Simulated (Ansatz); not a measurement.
Ideal-gas functions of C$_{2}$HClF$_{2}$Ti (`C#[C][Ti]([F])([F])[Cl]`) at 800 K and 1 bar, from an Ansatz frequency run at PBE0-D4/def2-TZVP.

Molar mass 146.35 g/mol, point group Cs (symmetry number 1), electronic degeneracy 1, moments of inertia 222.094, 312.163, 379.788 u Å². Harmonic wavenumbers (cm⁻¹, unscaled): 85, 103, 155, 171, 198, 238, 250, 472, 542, 740, 740, 770, 811, 2092, 3450.

Use S(trans) = R[1.5 ln M + 2.5 ln T − 1.1517]; rotational temperatures θ = 24.2544 K / I; S(rot) = R[ln(√π/σ · √(T³/θAθBθC)) + 1.5]; for each mode x = 1.438777 ν̃/T, S = R[x/(eˣ − 1) − ln(1 − e⁻ˣ)] and H = RT x/(eˣ − 1); 1 cm⁻¹ = 0.0119627 kJ/mol; R = 8.31446 J/(mol·K).

By hand: the entropy, in J/(mol·K).

Translation 191.6. Rotation: θ = 0.1092, 0.0777, 0.0639 K, giving 131.9. Vibration, mode by mode: 23.94, 22.35, 18.96, 18.15, 16.94, 15.43, 15.03, 9.92, 8.85, 6.53, 6.53, 6.24, 5.88, 0.94, 0.12, in all 175.8. Electronic 0.0. Sum 499.3 J/(mol·K).

By hand: H − E and G − E in kJ/mol, counted from the electronic energy.

Zero-point energy ½ × 10817 × 0.0119627 = 64.7; thermal vibration 61.0; translation, rotation and pV give 4 RT = 26.6. H − E = 152.3 kJ/mol, and G − E = 152.3 − 800 × 499.3/1000 = -247.1 kJ/mol.

Vibration gives 35 % of the entropy, 46.3 J/(mol·K) of it from the modes under 150 cm⁻¹: soft modes count most, and the harmonic formula is weakest for them.
